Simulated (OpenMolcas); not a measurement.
Ir2+: from RASSCF to RASPT2

```json
{
  "Program": "OpenMolcas 26.06",
  "Basis": "ANO-RCC-VDZP [7s6p4d2f]",
  "Scalar Hamiltonian": "DKH2, point nucleus",
  "Active space": "7 electrons in 9 orbitals (RAS2 5d 6s; RAS3 6p, at most 2 electrons)",
  "State averaging": "2S+1 = 4 even, 84 roots; 2S+1 = 6 even, 6 roots kept (CI in the orbitals of an earlier block); 2S+1 = 2 even, 83 roots kept (CI in the orbitals of an earlier block); 2S+1 = 4 odd, 82 roots (25 in the spin-orbit step); 2S+1 = 8 odd, 3 roots kept (CI in the orbitals of an earlier block); 2S+1 = 6 odd, 27 roots kept (CI in the orbitals of an earlier block, 15 in the spin-orbit step); 2S+1 = 2 odd, 87 roots kept (CI in the orbitals of an earlier block, 0 in the spin-orbit step)",
  "Spin-orbit coupling": "state interaction with AMFI integrals over the reference wave functions, term energies averaged over their components"
}
```

Methods on the same reference wave functions:
A. RASSCF
B. SS-RASPT2, IPEA 0.25 Eh, imaginary shift 0.1 Eh (closed shells correlated: 5s 5p)
C. MS-RASPT2, IPEA 0.25 Eh, imaginary shift 0.1 Eh (closed shells correlated: 5s 5p)

Energies in cm⁻¹ above 5d⁷ ⁴F_9/2.

```json
{"Level": "5d⁷ ⁴F_9/2", "A": "0.0", "B": "0.0", "C": "0.0"}
{"Level": "5d⁷ ⁴F_7/2", "A": "8311", "B": "8470", "C": "8470"}
{"Level": "5d⁶ 6s ⁶D_9/2", "A": "10206", "B": "13270", "C": "13270"}
{"Level": "5d⁷ ⁴F_5/2 [50 %]", "A": "10269", "B": "9480", "C": "9480"}
{"Level": "5d⁷ ⁴P_5/2 [57 %]", "A": "13748", "B": "13300", "C": "13300"}
{"Level": "5d⁶ 6s ⁶D_7/2", "A": "15155", "B": "18270", "C": "18270"}
{"Level": "5d⁷ ²G_9/2 [60 %]", "A": "18362", "B": "17260", "C": "17260"}
{"Level": "5d⁶ 6s ⁶D_5/2 [63 %]", "A": "18629", "B": "20880", "C": "20880"}
{"Level": "5d⁶ 6s ⁶D_3/2 [71 %]", "A": "19054", "B": "21520", "C": "21520"}
{"Level": "5d⁶ 6s ⁶D_1/2 [52 %]", "A": "21392", "B": "23450", "C": "23450"}
{"Level": "5d⁷ ²G_7/2 [73 %]", "A": "23599", "B": "22270", "C": "22270"}
{"Level": "5d⁷ ²H_11/2", "A": "25038", "B": "23580", "C": "23580"}
{"Level": "5d⁷ ²D_5/2(1) [70 %]", "A": "26813", "B": "25120", "C": "25120"}
{"Level": "5d⁶ 6s ⁴D_7/2(1) [63 %]", "A": "27612", "B": "29180", "C": "29180"}
{"Level": "5d⁷ ²P_1/2 [64 %]", "A": "31319", "B": "29310", "C": "29310"}
{"Level": "5d⁶ 6s ⁴D_5/2(1) [50 %]", "A": "31943", "B": "33990", "C": "33990"}
{"Level": "5d⁷ ²F_5/2 [64 %]", "A": "33073", "B": "29810", "C": "29810"}
{"Level": "5d⁷ ²H_9/2 [75 %]", "A": "33432", "B": "32050", "C": "32050"}
```

Between B and C no level of the table moves by more than 5 cm-1.

From A to B the spin-free energies of the other terms of 5d⁷ shown, above ⁴F, scale by factors of 0.82 to 0.91, as is usual when dynamic correlation screens the repulsion within a d or f shell.

The lowest spin-free term lies below A's lowest term by 0.260 hartree in B, 0.260 hartree in C.

CASPT2 breaks the degeneracy within a term, and the mean is taken; among the terms shown or strongly mixed into the levels shown the widest spread is 350 cm-1 (5d⁷ ⁴F, C). Some high roots are left out of the spin-orbit mixing, which shifts the levels that they would mix with. Terms from blocks run as CI alone lack orbitals of their own. A single d shell beside an s shell can misplace configurations of different d count against each other. Without dynamic correlation excited terms often stand tens of per cent too high (terms of higher spin than the ground term too low), and those without a measured partner can miss by more than the paired ones (holds for A). Blocks of more than 70 roots (2S+1 = 4 even, 2 even) ran without multistate coupling (holds for C). Levels of configurations outside the active space are missing. Levels that lie high or do not pair safely by name in every column are left out.

A share in square brackets marks a mixed level and gives the weight of the term that names it, the lowest over the columns. A number in round brackets counts repeated terms of one configuration in the order of the reference energies.
